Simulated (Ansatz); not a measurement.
The same path of AlF₂H₅OSSi (11 atoms, charge 0, multiplicity 1) was run twice with different band settings. Lost on the way: S9–H11. Made: O2–H11.

All numbers below come from Ansatz 0.2.0, RKS PBE0-D4/def2-SVP.

Relaxed end points:

```xyz
11
Properties=species:S:1:pos:R:3
Al -0.022 0.244 0.421
O -0.739 -0.140 1.910
Si -1.592 -0.869 3.108
H -2.706 -1.702 2.559
H -0.706 -1.746 3.934
H -2.182 0.176 4.005
F 1.630 0.058 0.276
F -0.905 0.090 -0.978
S 0.055 2.715 0.724
H 1.388 2.756 0.486
H 0.218 2.591 2.061
```

```xyz
11
Properties=species:S:1:pos:R:3
Al -0.046 0.757 0.491
O -0.134 0.251 2.339
Si -1.510 -0.679 2.883
H -1.506 -1.952 2.135
H -1.188 -0.900 4.321
H -2.748 0.123 2.757
F 1.227 -0.097 -0.168
F -1.578 0.076 0.274
S 0.174 2.939 0.534
H 1.392 2.883 -0.049
H 0.356 0.773 2.988
```

Common settings: spring 5.0 eV/Å²; optimiser quadratic models (default); start path through a guess of the saddle point; force threshold 0.03 eV/Å; iteration limit 60; end points relaxed.

| run | movable images | climbing image |
| --- | --- | --- |
| 1 | 5 | yes |
| 2 | 8 | no |

(1) What does each run give, and how far can it be trusted?

Results:

(1) Run 1: converged after 24 iterations, highest image 0.337 eV above the first end. A vibrational analysis at the climbing image gives one clearly imaginary mode, 903i cm⁻¹: a first-order saddle point.
Run 2: converged after 22 iterations, highest image 0.316 eV above the first end. No image climbed, so the highest image needn't sit at the top of the path.
The orbitals stay closed-shell, which can raise the energy where a bond breaks towards radicals; this wasn't checked here.
